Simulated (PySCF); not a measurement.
SnCl3Br, SMILES [Cl][Sn]([Cl])([Cl])[Br]. Geometry optimised at PBE0-D3(BJ)/def2-SVP. The structure was generated by enumeration; whether it is a known compound was not checked. The def2 effective core potentials stand for the cores of Sn; spin–orbit coupling is left out.

Method: PBE0-D3(BJ)/def2-SVP in PySCF 2.14.0.

Harmonic wavenumbers (cm⁻¹): 83, 83, 116, 116, 119, 269, 377, 406, 406. Rotational constants (GHz): 1.002, 0.6654, 0.6654; symmetry number 3.

Task: Work out the zero-point energy and the ideal-gas rigid-rotor harmonic-oscillator thermochemistry at 298.15 K and 1 atm.

Result: ZPE = ½ Σ hcν = ½ × 1974 cm⁻¹ = 2.82 kcal/mol. H − E(el) = 8.36 kcal/mol. Entropy in cal/(mol K): translation 43.04, rotation 28.78, vibration 21.64, total 93.46. G − E(el) = -19.51 kcal/mol. Cp = 23.84 cal/(mol K). Modes under 150 cm⁻¹ make the vibrational entropy uncertain.
